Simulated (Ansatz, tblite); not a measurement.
Forces on the cluster Hg3O2 at its PBE-D4/def2-SVP geometry. The state is a singlet with charge 0.

In the def2 sets Hg takes a core potential; there is no spin–orbit coupling. The xTB rows come from tblite. The restricted singlet is unstable towards broken spin symmetry in Hartree–Fock (as tested in another run); at PBE-D4/def2-TZVP this wasn't settled. Another isomer (singlet) lies 1.88 eV lower at PBE0-D4/def2-TZVP; other spin states weren't run for this one.

GFN1-xTB (tblite), largest force 1.22 eV/Å:

```xyz
5
positions Å, forces eV/Å
Hg   -3.224    0.551    1.084    0.514   -0.087   -0.173
Hg    2.180   -0.374   -0.732   -1.142    0.196    0.382
Hg   -0.566    0.099    0.189    0.545   -0.096   -0.182
O     0.830    1.336   -0.952    0.024   -1.051    0.469
O     0.780   -1.611    0.411    0.059    1.038   -0.497
```

GFN2-xTB (tblite), largest force 1.20 eV/Å:

```
Hg -0.018 0.003 0.006
Hg -0.882 0.151 0.296
Hg 0.794 -0.137 -0.266
O 0.034 -1.092 0.484
O 0.072 1.076 -0.519
```

PBE-D4/def2-TZVP (Ansatz), largest force 0.35 eV/Å:

```
Hg 0.164 -0.028 -0.055
Hg -0.332 0.057 0.111
Hg 0.125 -0.022 -0.042
O 0.020 -0.091 0.033
O 0.023 0.083 -0.047
```
